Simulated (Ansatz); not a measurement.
`[SiH3][CH2][InH2]` + H₂S → `[SH][InH2]` + `C[SiH3]` at 298.15 K and 1 bar (ligand exchange at the In–C bond).

Isolated molecules relaxed with PBE0-D4/def2-TZVP in Ansatz; ΔE leaves out vibrations. CCSD(T)/CBS is the MP2 limit (def2-TZVPP, def2-QZVPP) plus CCSD(T) − MP2 in def2-TZVPP, frozen cores. This one scheme is used for every species. Elements past krypton have def2 core potentials. For In outer-core shells are correlated without core-valence functions, which leaves a few kJ/mol of doubt a bond.

```
            species  CCSD(T)/CBS energy (Eh)  H − E (kJ/mol)  S (J/(mol·K))
`[SiH3][CH2][InH2]`               -521.12346           184.5          351.1
                H₂S               -398.97279            49.9          205.7
       `[SH][InH2]`               -589.39884            69.4          290.3
          `C[SiH3]`               -330.73916           173.3          255.5
```

H − E and S are ideal-gas, rigid-rotor, harmonic terms from PBE0-D4/def2-TZVP. 1 Eh = 2625.50 kJ/mol, R = 8.31446 J/(mol·K).

Q: By hand: ΔE, ΔH, ΔS and ΔG.

A: ΔE = (-589.39884) + (-330.73916) − (-521.12346) − (-398.97279) = -0.04175 Eh = -109.6 kJ/mol. Δ(H − E) = 69.4 + 173.3 − 184.5 − 49.9 = 8.3, so ΔH = -101.3 kJ/mol. ΔS = 290.3 + 255.5 − 351.1 − 205.7 = -11.0 J/(mol·K). ΔG = -101.3 − 298.15 × (-11.0)/1000 = -98.0 kJ/mol.

Q: By hand: the equilibrium constant, and the temperature at which ΔG would vanish if ΔH and ΔS stayed fixed.

A: log₁₀ K = −ΔG/(RT ln 10) = 17.2. ΔG = 0 at ΔH/ΔS = 9209 K, far beyond where these terms or the molecules hold.

The number of gas molecules stays the same, so ΔS is small and ΔH decides. A doubt of 5 kJ/mol in ΔE shifts log₁₀ K by 0.9 here. These are equilibria of isolated gas molecules and say nothing of rates. Largest T1 diagnostic: 0.014 (customary marks: 0.02 for closed shells, 0.045 for open ones).
